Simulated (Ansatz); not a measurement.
Energy needed to pull apart AlHICl (SMILES [Cl][AlH][I]), closed shell, into free ground-state atoms, from the structure below (displaced at random from its PBE0-D4/def2-TZVP minimum); no zero-point or spin–orbit terms; open-shell atoms are treated unrestricted, in their ground-state multiplicity.

```
4
angstrom
Cl -1.9385 -0.0916 -0.5674
Al 0.0902 0.1791 -0.0815
I 1.1442 -1.9161 0.6790
H 0.6505 1.5250 -0.1454
```

Program: Ansatz 0.2.0. Basis: def2-TZVPP. Cores are frozen in the correlated methods. Filled d shells of the heavier atoms are correlated. Core potentials replace the inner electrons of the atoms past krypton. The def2 sets are not built for correlating such inner shells, so the correlated values are less sure here.

```
   method  atomization energy (kJ/mol)
   PBE-D4                         1027
r2SCAN-D4                            ?
  PBE0-D4                         1025
  wB97M-V                         1033
       HF                          799
      MP2                            ?
     CCSD                          989
  CCSD(T)                         1008
```

(1) What does MP2 give? (Judge from chemistry; the value comes from the calculation.)

(2) What does r2SCAN-D4 give? (Judge from chemistry; the value comes from the calculation.)

No T1 diagnostic of these runs exceeds 0.008.

Answers

(1) By the calculation: 1048 kJ/mol, which is about 40 kJ/mol more than CCSD(T)/def2-TZVPP.

(2) By the calculation: 1048 kJ/mol, which is about 40 kJ/mol more than CCSD(T)/def2-TZVPP.

In triple zeta the MP2 and coupled-cluster atomization energies are still short of their basis limit by a few kcal/mol a bond, whereas those of the functionals are nearly converged, so these differences are not deviations from converged CCSD(T).

For scale, one of the runs: CCSD(T)/def2-TZVPP forces, 148 basis functions (an equivalent command: `ansatz run in.yaml --threads 2`). Time: 4.1 min of wall clock on 2 CPU threads; the host was shared. Peak host memory: 1.6 GiB.
